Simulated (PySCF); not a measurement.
Solvent effects on NMR parameters

Atoms are numbered as in `[F:1][C:2]([F:3])([F:4])[P:5]([C:6](=[S:7])[S-:8])[C:9]([F:10])([F:11])[F:12]`.

GIAO PBE0/pcSseg-1 in PySCF 2.14.0 with density-fitted response routines on one PBE0-D3(BJ)/def2-SVP conformer, non-relativistic, equivalent nuclei averaged. Solvents enter as an IEF-PCM continuum (chloroform with ε = 4.7, methanol with ε = 32.6, water with ε = 78.4) around the gas-phase geometry. Shifts are referred to CFCl3, TMS, PH3, CS2 computed in the same medium.

In chloroform, δ in ppm: F1/F3/F4/F10/F11/F12 -63.3, C6 266.3, C2/C9 135.1, P5 275.1, S7/S8 668.7. Dipole moment 6.56 D.

Q: How does each δ change in the more polar media?

A: 
```csv
atoms,environment,"Δδ, methanol","Δδ, water"
F1/F3/F4/F10/F11/F12,fluorine of a CF3 group,+1.6,+1.7
C6,thiocarbonyl carbon,+2.9,+3.2
C2/C9,CF3 carbon,+0.4,+0.4
P5,phosphorus bonded to 3 C,+5.9,+6.6
S7/S8,sulfur of a delocalised unit,-14.0,-15.7
```

Changes are relative to chloroform. The dipole moment becomes 6.97 D in methanol, 7.02 D in water.

Q: Which nuclei move most (in ppm), and what does the model miss?

A: S7/S8 (sulfur of a delocalised unit, -15.7 ppm) in water. A continuum only polarises the solute; specific hydrogen bonds, the anisotropy of aromatic solvents and changes of geometry or conformer are outside it, as are counter-ions.
